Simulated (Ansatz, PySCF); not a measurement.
This Ansatz (a first-principles code) input computes a r2SCAN/def2-TZVPD energy:

Ansatz 0.2 input:
```yaml
crystal:
  periodic: [false, false, false]
  atoms:
    - {symbol: O, position_ang: [0.01915060, -0.02033157, -1.25607661]}
    - {symbol: N, position_ang: [-0.00000000, 0.00000000, -0.00000000]}
    - {symbol: O, position_ang: [1.04214260, 0.28880183, 0.63956302]}
    - {symbol: O, position_ang: [-1.06129321, -0.26847027, 0.61651359]}
basis:
  gaussian:
    orbitals: def2-TZVPD
hamiltonian:
  xc: {name: r2SCAN}
total_charge: -1
output: {forces: true}
```

Problem. Write an input for the same energy in PySCF and say what it gives.

Solution. 
```python
from pyscf import gto, scf, dft

mol = gto.M(
    atom='''
    O     0.01915060   -0.02033157   -1.25607661
    N    -0.00000000    0.00000000   -0.00000000
    O     1.04214260    0.28880183    0.63956302
    O    -1.06129321   -0.26847027    0.61651359
    ''',
    basis='def2-tzvpd',
    charge=-1,
    spin=0,
    verbose=4,
)

mf = dft.RKS(mol, xc='r2scan').density_fit(auxbasis='def2-universal-jkfit')
mf.grids.level = 4
mf.conv_tol = 1e-9
mf.max_cycle = 100
mf.max_memory = 1500
mf.kernel()
if not mf.converged:
    mf = mf.newton()
    mf.kernel(mf.make_rdm1())
mf.analyze()
```
It gives -280.36619 Eh, and Ansatz -280.36613 Eh, a difference of 0.06 mEh, from the treatment of integrals and grids.

It need not be the lowest isomer of its formula. Whether it binds its extra electron was not tested at this geometry.
